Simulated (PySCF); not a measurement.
## Core-level binding energies of `C[C@H]1C=C1Br`

C4H5Br.
SMILES with atom numbers: `[CH3:1][C@H:2]1[CH:3]=[C:4]1[Br:5]`

Computed with delta-SCF UKS SCAN, pcX-2 on the ionised atom, pcseg-1 elsewhere, spin-free X2C (PySCF). Binding energies are ΔSCF values: E(core-ionised, relaxed orbitals) − E(ground state) at a fixed geometry, referred to the vacuum level.

Task: List the computed XPS lines with their assignment.

Result: 
```csv
atom(s),environment,level,binding energy (eV),above the level's lowest (eV),count
C4,fully substituted alkene carbon,C 1s,291.60,+1.04,1
C2,allylic carbon,C 1s,291.21,+0.65,1
C1,methyl carbon,C 1s,290.59,+0.03,1
C3,alkene CH carbon,C 1s,290.56,0.00,1
```

Lowest listed C 1s: C3, bonded to C (double bond), C and H. Highest, 1.04 eV above it: C4, bonded to Br, C (double bond) and C. The widest gap between neighbouring values is 0.62 eV, between 290.59 and 291.21 eV. The values 290.56 and 290.59 eV lie too close for their order to be trusted.

Task: Which photon energy gives electrons from C 1s of C1 a kinetic energy of 200 eV, and what is their de Broglie wavelength?

Result: hν = 290.59 + 200 = 490.59 eV, recoil neglected; λ = 12.264 Å/√(E/eV) = 0.87 Å.

Spin contamination (⟨S²⟩ against 0.75 for a pure doublet) is marked for C 1s of C4 (0.85), which makes this value less certain. No level of bromine is listed. Isolated species at its PBE0-D3(BJ)/def2-SVP geometry, gas phase.
